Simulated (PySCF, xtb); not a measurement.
C3H3ClF2, SMILES F[C@@H]1[C@H](F)[C@H]1Cl.

Harmonic wavenumbers (cm⁻¹) from GFN2-xTB (xtb 6.7.1) at its own minimum, in rising order: 186, 204, 228, 323, 363, 598, 780, 850, 903, 994, 999, 1031, 1101, 1127, 1166, 1200, 1266, 1402, 3045, 3047, 3061.

Q: What does PySCF with PBE0-D3(BJ)/def2-SVP give at its own minimum? (An estimate is asked for; the answer gives what the named calculation found.)

A: 181, 218, 242, 323, 388, 667, 833, 867, 943, 1019, 1062, 1104, 1155, 1199, 1216, 1270, 1376, 1519, 3185, 3192, 3206. Paired by order, the mean absolute difference is 62 cm⁻¹ and the zero-point energies are 34.1 and 36.0 kcal/mol.
